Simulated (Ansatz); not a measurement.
```yaml
crystal:
  periodic: [false, false, false]
  atoms:
    - {symbol: N, position_ang: [-0.588386, 1.662836, -0.461106]}
    - {symbol: B, position_ang: [-0.099106, 0.360878, -0.040603]}
    - {symbol: O, position_ang: [0.428564, -0.113398, 1.211130]}
    - {symbol: Si, position_ang: [0.460580, -1.538086, 0.088660]}
    - {symbol: H, position_ang: [-0.948612, 1.850169, -1.432821]}
    - {symbol: H, position_ang: [-0.609020, 2.496285, 0.189532]}
    - {symbol: H, position_ang: [1.900781, -2.068598, -0.180205]}
    - {symbol: H, position_ang: [-0.448094, -2.710042, 0.566928]}
basis:
  gaussian: {orbitals: def2-TZVPP}
hamiltonian: {xc: {name: r2SCANh}}
```

```sh
$ ansatz run in.yaml --threads 2 --pin off --events-out ev --progress --plain --max-ram 4352MiB
```

It prints (some lines left out):

```
Functional definition: r2SCANh
999 factors; their error is unknown
mean field evaluation 1: about -12146.2826 eV, gradient 7.3e1 eV
mean field evaluation 2: about -12105.4230 eV, gradient 1.5e2 eV
mean field evaluation 4: about -12155.7026 eV, gradient 1.5e1 eV
mean field evaluation 8: about -12156.1009 eV, gradient 7.2e-2 eV
mean field evaluation 16: about -12156.1007 eV, gradient 3.5e-5 eV
mean field -12156.10069674 eV, -446.7284609042 hartree, gradient 3.5e-5 eV, S^2 0.000000; 0 other end points of the search recorded, 0 dependent functions left out
reference -12156.10070835 eV, -446.7284613309 hartree; 19, 19 occupied and 172, 172 virtual orbitals, 999 factors
Total energy: -12156.10070835 eV, -446.7284613309 hartree
```

It took 3.3 s on 2 threads of an Arm Neoverse V2 on a shared host, with 0.39 GiB of host memory at the peak.
